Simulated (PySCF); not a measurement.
Species: C5H14OSi2.
Bonds: Si1–C2, C2–Si3, Si3–C4, C4–C5, C5–O6, O6–C7, C7–C8, Si3–C8. Hydrogens: H9, H10, H11 on Si1; H12, H13 on C2; H14 on Si3; H15, H16 on C4; H17, H18 on C5; H19, H20 on C7; H21, H22 on C8.

The closed-shell ground state was solved at several levels (PySCF, density fitting, gas phase, non-relativistic). One conformer (not necessarily the lowest) at the PBE0-D3(BJ)/def2-SVP geometry, without solvent, vibrations or thermal averaging.

| level | basis functions | total energy (Eh) | HOMO (eV) | LUMO (eV) | gap (eV) | dipole (D) |
| --- | --- | --- | --- | --- | --- | --- |
| PBE0/pcSseg-1 | 220 | -852.5541 | -7.33 | 0.73 | 8.06 | 0.89 |
| KT2/pcSseg-1 | 220 | -862.7529 | -5.98 | -0.27 | 5.71 | 0.80 |

Question: Estimate the row for CAM-B3LYP/def2-SVPD, a basis of 283 functions; the other rows only guide the guess.

Answer: Total energy -852.6750 Eh, HOMO -8.80 eV, LUMO 1.13 eV, gap 9.93 eV, dipole 0.96 D.

Question: Over all these levels, which gives the widest orbital gap and which the narrowest?

Answer: CAM-B3LYP/def2-SVPD (range-separated hybrid) has the widest, 9.93 eV, and KT2/pcSseg-1 (GGA) the narrowest, 5.71 eV. Functional and basis both differ between the two, so the spread mixes both effects.

Question: How far do the dipole and the HOMO energy spread over the levels?

Answer: The dipole runs from 0.80 to 0.96 D (mean 0.88 D) and the HOMO from -8.80 to -5.98 eV.
